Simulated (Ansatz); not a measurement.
`[SiH3][N]([SiH3])[Zn][Cl]` + CH₃OH → `C[O][Zn][Cl]` + `[SiH3]N[SiH3]` at 600 K and 1 bar (ligand exchange at a Zn–N bond).

Gas-phase electronic energies from Ansatz, PBE0-D4/def2-TZVP geometries. CCSD(T)/CBS is the MP2 limit (def2-TZVPP, def2-QZVPP) plus CCSD(T) − MP2 in def2-TZVPP, frozen cores. This one scheme is used for every species. For Zn outer-core shells are correlated without core-valence functions, which leaves a few kJ/mol of doubt a bond. Scalar relativity is left out up to krypton. Each species was taken in one conformer, which may not be the lowest.

```json
{"species": "`[SiH3][N]([SiH3])[Zn][Cl]`", "CCSD(T)/CBS energy (Eh)": "-2874.73810", "H − E (kJ/mol)": "226.3", "S (J/(mol·K))": "522.6"}
{"species": "CH₃OH", "CCSD(T)/CBS energy (Eh)": "-115.61712", "H − E (kJ/mol)": "163.6", "S (J/(mol·K))": "277.3"}
{"species": "`C[O][Zn][Cl]`", "CCSD(T)/CBS energy (Eh)": "-2353.24457", "H − E (kJ/mol)": "157.9", "S (J/(mol·K))": "398.6"}
{"species": "`[SiH3]N[SiH3]`", "CCSD(T)/CBS energy (Eh)": "-637.10515", "H − E (kJ/mol)": "230.1", "S (J/(mol·K))": "420.5"}
```

H − E and S are ideal-gas, rigid-rotor, harmonic terms from PBE0-D4/def2-TZVP, for one conformer and one mirror image of each species. 1 Eh = 2625.50 kJ/mol, R = 8.31446 J/(mol·K).

Problem. By hand: ΔE, ΔH, ΔS and ΔG.

Solution. ΔE = (-2353.24457) + (-637.10515) − (-2874.73810) − (-115.61712) = 0.00550 Eh = 14.4 kJ/mol. Δ(H − E) = 157.9 + 230.1 − 226.3 − 163.6 = -1.9, so ΔH = 12.5 kJ/mol. ΔS = 398.6 + 420.5 − 522.6 − 277.3 = 19.2 J/(mol·K). ΔG = 12.5 − 600 × (19.2)/1000 = 1.0 kJ/mol.

Problem. By hand: the equilibrium constant, and the temperature at which ΔG would vanish if ΔH and ΔS stayed fixed.

Solution. log₁₀ K = −ΔG/(RT ln 10) = -0.1. ΔG = 0 at ΔH/ΔS = 651 K, though so small a ΔS makes that figure unsure.

TΔS isn't small against ΔH here. The sign of ΔG lies within the doubt. A doubt of 5 kJ/mol in ΔE shifts log₁₀ K by 0.4 here. Other conformers and mirror images would add mixing entropy, several J/(mol·K) or more a flexible species. Modes under 60 cm⁻¹, often nearly free rotors, make the harmonic entropy too high. These are equilibria of isolated gas molecules and say nothing of rates. Largest T1 diagnostic: 0.015 (customary marks: 0.02 for closed shells, 0.045 for open ones).
